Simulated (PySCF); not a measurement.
Consider `CC1CCN(C)CC1` (C7H15N). Non-hydrogen atoms are numbered in `[CH3:1][CH:2]1[CH2:3][CH2:4][N:5]([CH3:6])[CH2:7][CH2:8]1`.

Computed at ωB97X-D3(BJ)/ma-def2-SVP // PBE0-D3(BJ)/def2-SVP with PySCF (density fitting, grid level 2). The prefix ma- adds one diffuse s and one diffuse p function on all atoms but H. Zero-point and thermal terms (298.15 K, 1 bar) come from unscaled GFN2-xTB harmonic frequencies, with soft modes damped to free rotors in the entropy. These were taken at the GFN2-xTB minima.

Q: What are the vertical and the adiabatic ionisation energy for forming the radical cation?

A: 7.92 eV vertical and 7.39 eV adiabatic, the latter with zero-point energy.

Q: Where does the unpaired spin of the relaxed radical cation sit?

A: N5 (amine nitrogen) 0.81 (intrinsic atomic orbital populations).

Q: What oxidation potential follows in acetonitrile (IEF-PCM), on the absolute scale?

A: In the gas phase ΔG of oxidation is 7.350 eV, and solvation is -10.6 kJ/mol for the parent and -221.3 kJ/mol for the product, so the absolute potential is 5.17 V. The solvent is electrostatics only, on gas-phase structures; the absolute scale refers to an electron at rest in vacuum.

Q: How far is −ε(HOMO) from the vertical value by ΔSCF?

A: −ε(HOMO) = 8.24 eV, which is 0.32 eV above the ΔSCF value.

Known limits: ma-def2-SVP is a small basis, whose errors can reach tens of kJ/mol.
